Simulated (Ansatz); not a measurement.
Ansatz (an electronic-structure program) input:

Ansatz 0.2 input:
```yaml
crystal:
  periodic: [false, false, false]
  atoms:
    - {symbol: W, position_ang: [0.18774383, 0.02194714, 0.25092013]}
    - {symbol: O, position_ang: [1.39461519, -0.81431537, -0.57026527]}
    - {symbol: O, position_ang: [-0.69629403, -1.18117543, 1.02628591]}
    - {symbol: Cl, position_ang: [-1.14585957, 0.84351987, -1.30683853]}
basis:
  gaussian:
    orbitals: def2-TZVPD
hamiltonian:
  xc: {name: B2PLYP}
total_charge: 1
magnetization: {spin_polarized: false}
correlation: {electrons: outside_noble_gas}
```

Q: Predict the final energy.

A: -677.21557 Eh (B2PLYP/def2-TZVPD). The basis has 169 functions.
